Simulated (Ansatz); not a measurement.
A search over several starts for the lowest SCF solution of the cluster Cu₃S⁺ at the given spin, in a small basis.

```yaml
crystal:
  periodic: [false, false, false]
  atoms:
    - {symbol: Cu, position_ang: [-0.400215, -0.420223, -1.497804]}
    - {symbol: Cu, position_ang: [-0.857022, -0.718638, 1.153131]}
    - {symbol: Cu, position_ang: [0.235705, 1.573937, 0.217599]}
    - {symbol: S, position_ang: [1.021532, -0.435075, 0.127084]}
basis:
  gaussian: {orbitals: def2-SVP}
total_charge: 1
magnetization: {spin_polarized: true, initial_magnetization: 0}
hamiltonian: {xc: pbe0, dispersion: d4}
output: {orbitals: {seedname: orbitals}}
```

```sh
$ ansatz run in.yaml --threads 4 --pin off --events-out ev --progress --plain --max-ram 4787MiB
```

Output, abridged:

```
Functional definition: PBE0
1199 factors; integrals over basis functions are off by at most 8.3e-4 eV
mean field evaluation 1: about -144684.4834 eV, gradient 8.7e1 eV
mean field evaluation 2: about -144174.8896 eV, gradient 4.1e2 eV
mean field evaluation 4: about -144706.1207 eV, gradient 1.4e1 eV
mean field evaluation 8: about -144707.3733 eV, gradient 3.6e-1 eV
mean field evaluation 16: about -144707.3741 eV, gradient 3.4e-5 eV
mean field -144707.37407104 eV, -5317.8979109295 hartree, gradient 2.6e-5 eV, S^2 0.000000; 0 other end points of the search recorded, 0 dependent functions left out
reference -144707.37413700 eV, -5317.8979133535 hartree; 51, 51 occupied and 60, 60 virtual orbitals, 1199 factors
Total energy: -144707.52890836 eV, -5317.9036010961 hartree
```

Hardware: 4 threads of Intel Xeon 6975P-C on a shared host. Wall time 1.9 s.

The structure comes from a short search, and lower isomers may exist.
